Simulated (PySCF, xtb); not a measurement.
C3H14Si3, SMILES [SiH3]CC([SiH3])C[SiH3].

Coordinates come from a B3LYP-D3(BJ)/def2-SVP optimisation. The values are those of a single conformer.

Level of theory: PySCF with C-PCM-PBE0/def2-SVP.

The values are the electrostatic part of the solvation free energy, E(continuum) − E(gas) at the gas-phase geometry, in a cavity of scaled van der Waals radii (PySCF's table); cavitation and dispersion terms are not included. In vacuum the orbital gap is 8.36 eV. The dipole moment in vacuum is 0.56 D.

Problem. Estimate the values in water (ε = 78.36), dichloromethane (ε = 8.93), n-hexane (ε = 1.88). (The exact figures need the calculation; the answer reports its results.)

Solution. 
```tsv
solvent	ε	ΔG(elec) (kcal/mol)	dipole (D)	gap (eV)
water	78.36	-1.1	0.80	8.33
dichloromethane	8.93	-1.0	0.77	8.34
n-hexane	1.88	-0.5	0.65	8.35
```

For comparison, GFN2-xTB/ALPB(water) (xtb, at the GFN2-xTB geometry, all terms of that model) gives 1.0 kcal/mol.
